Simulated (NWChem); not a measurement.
All runs are NWChem calculations. System: HBF, charge 0, spin multiplicity 2, at a geometry optimised with UPBE0/def2-SVP. The structure started from a generated list of species. Its SCF solution wasn't tested for a lower state. Level: URI-MP2/cc-pVDZ, 2 core orbitals frozen.

Job file:

```
start mol
memory heap 200 mb stack 900 mb global 1100 mb
geometry units angstroms nocenter noautoz
  B      0.629044    -0.392647     0.000000
  F     -0.534124     0.190115     0.000000
  H      1.661895     0.252199     0.000000
  symmetry group Cs
end
basis spherical
  * library cc-pvdz
end
basis "ri-mp2 basis" spherical
  * library cc-pvdz-ri
end
scf
  uhf
  nopen 1
  maxiter 100
  thresh 1e-7
  semidirect memsize 60000000 filesize 0
  # guess.movecs holds the orbitals of an unrestricted PBE0 run
  vectors input guess.movecs output mol.movecs
end
mp2
  freeze core 2
end
task rimp2 energy
```

NWChem printed:

```
             Northwest Computational Chemistry Package (NWChem) 7.3.0
             --------------------------------------------------------

                                NWChem Input Module
                                -------------------

 Scaling coordinates for geometry "geometry" by  1.889725989
 (inverse scale =  0.529177249)

 Turning off AUTOSYM since
 SYMMETRY directive was detected!

                             Geometry "geometry" -> ""
                             -------------------------

 Output coordinates in angstroms (scale by  1.889725989 to convert to a.u.)

  No.       Tag          Charge          X              Y              Z
 ---- ---------------- ---------- -------------- -------------- --------------
    1 B                    5.0000     0.62904400    -0.39264700     0.00000000
    2 F                    9.0000    -0.53412400     0.19011500     0.00000000
    3 H                    1.0000     1.66189500     0.25219900     0.00000000

 Effective nuclear repulsion energy (a.u.)      22.6446206274

            Nuclear Dipole moment (a.u.)
            ----------------------------
        X                 Y               Z
 ---------------- ---------------- ----------------
    -0.0000018897    -0.0000018897     0.0000000000

      Symmetry information
      --------------------

 Group name             Cs
 Group number              2
 Group order               2
 No. of unique centers     3

      Symmetry unique atoms

     1    2    3


 Summary of "ao basis" -> "" (spherical)
 ------------------------------------------------------------------------------
       Tag                 Description            Shells   Functions and Types
 ---------------- ------------------------------  ------  ---------------------
 *                          cc-pvdz                   on all atoms

 Summary of "ri-mp2 basis" -> "" (spherical)
 ------------------------------------------------------------------------------
       Tag                 Description            Shells   Functions and Types
 ---------------- ------------------------------  ------  ---------------------
 *                         cc-pvdz-ri                 on all atoms

 Summary of "ao basis" -> "ao basis" (spherical)
 ------------------------------------------------------------------------------
       Tag                 Description            Shells   Functions and Types
 ---------------- ------------------------------  ------  ---------------------
 B                          cc-pvdz                  6       14   3s2p1d
 F                          cc-pvdz                  6       14   3s2p1d
 H                          cc-pvdz                  3        5   2s1p

                                 NWChem SCF Module
                                 -----------------

  ao basis        = "ao basis"
  functions       =    33
  atoms           =     3
  alpha electrons =     8
  beta  electrons =     7
  charge          =   0.00
  wavefunction    = UHF
  use symmetry    = T
  symmetry adapt  = T

 Summary of "ao basis" -> "ao basis" (spherical)
 ------------------------------------------------------------------------------
       Tag                 Description            Shells   Functions and Types
 ---------------- ------------------------------  ------  ---------------------
 B                          cc-pvdz                  6       14   3s2p1d
 F                          cc-pvdz                  6       14   3s2p1d
 H                          cc-pvdz                  3        5   2s1p

      Symmetry analysis of basis
      --------------------------

        a'         24
        a"          9

 Forming initial guess at       0.0s

   Symmetry analysis of molecular orbitals - initial alpha
   -------------------------------------------------------

  Numbering of irreducible representations:

     1 a'          2 a"

  Orbital symmetries:

     1 a'          2 a'          3 a'          4 a'          5 a'
     6 a"          7 a'          8 a'          9 a"         10 a'
    11 a'         12 a'         13 a"         14 a'         15 a'
    16 a'         17 a"         18 a'

   Symmetry analysis of molecular orbitals - initial beta
   ------------------------------------------------------

  Numbering of irreducible representations:

     1 a'          2 a"

  Orbital symmetries:

     1 a'          2 a'          3 a'          4 a'          5 a'
     6 a"          7 a'          8 a'          9 a"         10 a'
    11 a'         12 a'         13 a"         14 a'         15 a'
    16 a'         17 a"         18 a'

 Starting SCF solution at       0.0s

 ----------------------------------------------
         Quadratically convergent UHF

 Convergence threshold     :          1.000E-07
 Maximum no. of iterations :          100
 Integral*density screening:          1.000E-09
 ----------------------------------------------

              iter       energy          gnorm     gmax       time
             ----- ------------------- --------- --------- --------
                 1     -124.6746569070  2.93D-01  8.73D-02      0.1
                 2     -124.6838726418  2.40D-02  7.86D-03      0.1
                 3     -124.6840756891  5.46D-04  1.54D-04      0.1
                 4     -124.6840757796  1.26D-07  3.35D-08      0.1
                 5     -124.6840757796  7.96D-09  2.94D-09      0.1

       Final UHF  results
       ------------------

         Total SCF energy =   -124.684075779576
      One electron energy =   -217.393506864982
      Two electron energy =     70.064810458004
 Nuclear repulsion energy =     22.644620627403
[...]
     7     -1.259263  1 B  px                 8     -1.249849  1 B  py
     4     -0.238912  1 B  px                 2     -0.212375  1 B  s
    21      0.178344  2 F  px                22      0.151956  2 F  py

                     UHF Final Beta Molecular Orbital Analysis
                     -----------------------------------------

 Vector    5  Occ=1.000000D+00  E=-6.925362D-01  Symmetry=a'
              MO Center= -3.4D-01,  1.6D-01,  1.1D-15, r^2= 7.4D-01
   Bfn.  Coefficient  Atom+Function         Bfn.  Coefficient  Atom+Function
  ----- ------------  ---------------      ----- ------------  ---------------
    19      0.588860  2 F  py                22      0.392009  2 F  py
    18      0.178493  2 F  px

 Vector    6  Occ=1.000000D+00  E=-6.899271D-01  Symmetry=a"
              MO Center= -4.6D-01,  1.6D-01, -2.0D-15, r^2= 5.4D-01
   Bfn.  Coefficient  Atom+Function         Bfn.  Coefficient  Atom+Function
  ----- ------------  ---------------      ----- ------------  ---------------
    20      0.637632  2 F  pz                23      0.435087  2 F  pz

 Vector    7  Occ=1.000000D+00  E=-5.614352D-01  Symmetry=a'
              MO Center=  1.2D+00,  4.0D-03,  8.2D-16, r^2= 1.2D+00
   Bfn.  Coefficient  Atom+Function         Bfn.  Coefficient  Atom+Function
  ----- ------------  ---------------      ----- ------------  ---------------
    29      0.367418  3 H  s                  4      0.306680  1 B  px
    18     -0.236677  2 F  px                 2      0.220018  1 B  s
    30      0.195152  3 H  s                  3      0.176564  1 B  s

 Vector    8  Occ=0.000000D+00  E= 1.039622D-01  Symmetry=a'
              MO Center=  7.4D-01, -9.1D-01,  6.8D-16, r^2= 2.2D+00
   Bfn.  Coefficient  Atom+Function         Bfn.  Coefficient  Atom+Function
  ----- ------------  ---------------      ----- ------------  ---------------
     3      0.890858  1 B  s                  8     -0.460249  1 B  py
    30     -0.440775  3 H  s                  5     -0.272000  1 B  py
    22      0.197508  2 F  py                19      0.160801  2 F  py
    29     -0.157254  3 H  s

 Vector    9  Occ=0.000000D+00  E= 1.192489D-01  Symmetry=a"
              MO Center=  6.9D-01, -3.8D-01, -1.6D-15, r^2= 2.7D+00
   Bfn.  Coefficient  Atom+Function         Bfn.  Coefficient  Atom+Function
  ----- ------------  ---------------      ----- ------------  ---------------
     9      0.802113  1 B  pz                 6      0.358818  1 B  pz
    23     -0.260721  2 F  pz                20     -0.202400  2 F  pz

 Vector   10  Occ=0.000000D+00  E= 2.503530D-01  Symmetry=a'
              MO Center=  3.2D-01, -1.7D-01,  7.6D-16, r^2= 4.0D+00
   Bfn.  Coefficient  Atom+Function         Bfn.  Coefficient  Atom+Function
  ----- ------------  ---------------      ----- ------------  ---------------
     7      1.030037  1 B  px                17      0.805691  2 F  s
     3     -0.721962  1 B  s                  8     -0.542663  1 B  py

 center of mass
 --------------
 x =  -0.09427213 y =  -0.02782716 z =   0.00000000

 moments of inertia (a.u.)
 ------------------
           8.718300035283          15.172676009815           0.000000000000
          15.172676009815          44.576477905650           0.000000000000
           0.000000000000           0.000000000000          53.294777940933

  Mulliken analysis of the total density
  --------------------------------------

    Atom       Charge   Shell Charges
 -----------   ------   -------------------------------------------------------
    1 B    5     4.74   2.00  0.63  0.48  1.21  0.29  0.14
    2 F    9     9.19   2.00  0.90  0.95  3.35  1.98  0.01
    3 H    1     1.07   0.73  0.32  0.02

  Mulliken analysis of the alpha density
  --------------------------------------

    Atom       Charge   Shell Charges
 -----------   ------   -------------------------------------------------------
    1 B    5     2.82   1.00  0.38  0.35  0.80  0.22  0.07
    2 F    9     4.60   1.00  0.45  0.48  1.69  0.98  0.00
    3 H    1     0.58   0.40  0.17  0.01

   Mulliken analysis of the beta density
   -------------------------------------

    Atom       Charge   Shell Charges
 -----------   ------   -------------------------------------------------------
    1 B    5     1.92   1.00  0.25  0.13  0.40  0.07  0.07
    2 F    9     4.58   1.00  0.45  0.48  1.65  1.00  0.00
    3 H    1     0.49   0.33  0.15  0.01

   Mulliken analysis of the spin density
   -------------------------------------

    Atom       Charge   Shell Charges
 -----------   ------   -------------------------------------------------------
    1 B    5     0.89   0.00  0.12  0.22  0.40  0.15  0.00
    2 F    9     0.02   0.00  0.00 -0.00  0.04 -0.02  0.00
    3 H    1     0.09   0.07  0.02  0.00

       Multipole analysis of the density wrt the origin
       ------------------------------------------------

     L   x y z        total         alpha         beta         nuclear
     -   - - -        -----         -----         ----         -------
     0   0 0 0     -0.000000     -8.000000     -7.000000     15.000000

     1   1 0 0      0.270852     -0.510115      0.780969     -0.000002
     1   0 1 0     -0.017866      0.804904     -0.822767     -0.000002
     1   0 0 1     -0.000000     -0.000000      0.000000      0.000000

     2   2 0 0     -9.087879    -19.162236    -16.022884     26.097241
     2   1 1 0      0.260464      4.069574      2.367895     -6.177005
     2   1 0 1     -0.000000     -0.000000     -0.000000      0.000000
     2   0 2 0     -9.324867     -9.112630     -4.353801      4.141564
     2   0 1 1      0.000000      0.000000     -0.000000      0.000000
     2   0 0 2     -7.567150     -4.382809     -3.184340      0.000000

                               NWChem RI-MP2 Module
                               --------------------

 Summary of "ri-mp2 basis" -> "ri-mp2 basis" (spherical)
 ------------------------------------------------------------------------------
       Tag                 Description            Shells   Functions and Types
 ---------------- ------------------------------  ------  ---------------------
 B                         cc-pvdz-ri               18       56   7s5p4d2f
 F                         cc-pvdz-ri               18       56   7s5p4d2f
 H                         cc-pvdz-ri                6       14   3s2p1d

 SCF Reference Information:
            File: './mol.movecs'
           Title: ''
    Size (AOxMO):     33 x (     33,     33)
       Total Occ:                 8.00,   7.00
 RI-MP2 Calculation Information:
          Nr. of AO basis functions:         33
     Nr. of fitting basis functions:        126
               Nr. of MO spin cases:          2
        Nr. of MOs to be correlated:         31         31
     Nr. of occupied MOs correlated:          6          5
      Nr. of virtual MOs correlated:         25         26

          RI integral approximation: 'V'
    Threshold for Schwarz screening:  1.000E-09
 Smallest eigenvalue retained in fit  1.000E-08
    Type of storage for MO integrals 'EAF library'

 Transformation block size    6, requiring     1 integral passes.
 XForm_3cInts: Completed     1:    6 pass.
 Transformation block size    5, requiring     1 integral passes.
 XForm_3cInts: Completed     1:    5 pass.
 Energy evaluation using block sizes     6    6
 RIMP2_V_E2: Approx. ints. done (    1:    6,    1:    6)
 RIMP2_V_E2: Copy to B done (    1:    6,    1:    6)
 RIMP2_V_E2: Denominators done (    1:    6,    1:    6)
 RIMP2_V_E2: Completed block (    1:    6,    1:    6)
 RIMP2_V_E2: Approx. ints. done (    1:    6,    1:    5)
 RIMP2_V_E2: Copy to B done (    1:    6,    1:    5)
 RIMP2_V_E2: Denominators done (    1:    6,    1:    5)
 RIMP2_V_E2: Completed block (    1:    6,    1:    5)
 RIMP2_V_E2: Approx. ints. done (    1:    5,    1:    5)
 RIMP2_V_E2: Copy to B done (    1:    5,    1:    5)
 RIMP2_V_E2: Denominators done (    1:    5,    1:    5)
 RIMP2_V_E2: Completed block (    1:    5,    1:    5)

          -------------------------------------------
          SCF energy                -124.684075779576
          Correlation energy          -0.251086406955
          Total MP2 energy          -124.935162186531
          -------------------------------------------

 -----------------------
 Performance information
 -----------------------

 Timer overhead =  1.31D-07 seconds/call

               Nr. of calls         CPU time (s)                 Wall time (s)                GFlops
             ---------------    -------------------     ------------------------------   -------------------
Name         Min   Avg   Max    Min     Avg     Max     Min     Avg     Max   Mx/calls   Min     Max     Sum
Overall       1     1     1   0.17    0.17    0.17     0.17    0.17    0.17    0.17      0.0     0.0     0.0
3c integr     2     2     2   4.27E-2 4.27E-2 4.27E-2  4.27E-2 4.27E-2 4.27E-2 2.14E-2   0.0     0.0     0.0
Energy        1     1     1   4.44E-3 4.44E-3 4.44E-3  4.44E-3 4.44E-3 4.44E-3 4.44E-3   0.0     0.0     0.0
3c integr     2     2     2   4.12E-2 4.12E-2 4.12E-2  4.12E-2 4.12E-2 4.12E-2 2.06E-2   0.0     0.0     0.0
First 2/3     6     6     6   3.52E-4 3.52E-4 3.52E-4  3.52E-4 3.52E-4 3.52E-4 5.87E-5   0.0     0.0     0.0
Final 1/3     2     2     2   6.02E-4 6.02E-4 6.02E-4  6.02E-4 6.02E-4 6.02E-4 3.01E-4   0.0     0.0     0.0
Write 3c      2     2     2   2.05E-4 2.05E-4 2.05E-4  2.05E-4 2.05E-4 2.05E-4 1.02E-4   0.0     0.0     0.0
Read 3c i     3     3     3   1.21E-4 1.21E-4 1.21E-4  1.21E-4 1.21E-4 1.21E-4 4.04E-5   0.0     0.0     0.0
Fitting b     1     1     1   6.56E-3 6.56E-3 6.56E-3  6.56E-3 6.56E-3 6.56E-3 6.56E-3   0.0     0.0     0.0
Schwarz i     1     1     1   1.48E-3 1.48E-3 1.48E-3  1.48E-3 1.48E-3 1.48E-3 1.48E-3   0.0     0.0     0.0
Form 4ci      3     3     3   5.57E-4 5.57E-4 5.57E-4  5.58E-4 5.58E-4 5.58E-4 1.86E-4   0.0     0.0     0.0
Form A &      3     3     3   3.20E-3 3.20E-3 3.20E-3  3.20E-3 3.20E-3 3.20E-3 1.07E-3   0.0     0.0     0.0
Denominat     3     3     3   3.53E-5 3.53E-5 3.53E-5  3.53E-5 3.53E-5 3.53E-5 1.18E-5   0.0     0.0     0.0
Pair Ener     3     3     3   2.05E-4 2.05E-4 2.05E-4  2.05E-4 2.05E-4 2.05E-4 6.83E-5   0.0     0.0     0.0

 The average no. of pstat calls per process was 3.30D+01
 with a timing overhead of 4.33D-06s

 Task  times  cpu:        0.2s     wall:        0.2s

 Total times  cpu:        0.2s     wall:        0.2s
```
